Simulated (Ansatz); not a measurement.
`CC#[N+][Ag-][SH]` at its PBE0-D4/def2-TZVP geometry, where that method's forces vanish. The species carries charge 0 and has multiplicity 1. Ag takes the def2 core potential.

```xyz
9

C     0.7496   -1.9630   -1.1941
C     0.2560   -0.7699   -0.5480
N    -0.1360    0.1765   -0.0366
Ag   -0.8470    1.9055    0.9092
S    -1.6584    3.8131    1.8975
H     1.8405   -1.9686   -1.1759
H     0.4088   -1.9880   -2.2303
H     0.3775   -2.8465   -0.6732
H    -0.9911    3.6408    3.0514
```

Task: What forces (eV/Å) does PBE-D4/def2-TZVPP give on these atoms in Ansatz? (An estimate is asked.)

Result: Ansatz gave: 
```
C1  -0.053  0.130  0.076
C2   0.529 -1.278 -0.696
N3  -0.660  1.587  0.852
Ag4  0.054 -0.114 -0.045
S5  -0.125  0.001 -0.261
H6   0.234 -0.032 -0.014
H7  -0.056 -0.033 -0.223
H8  -0.063 -0.212  0.088
H9   0.139 -0.048  0.224
```
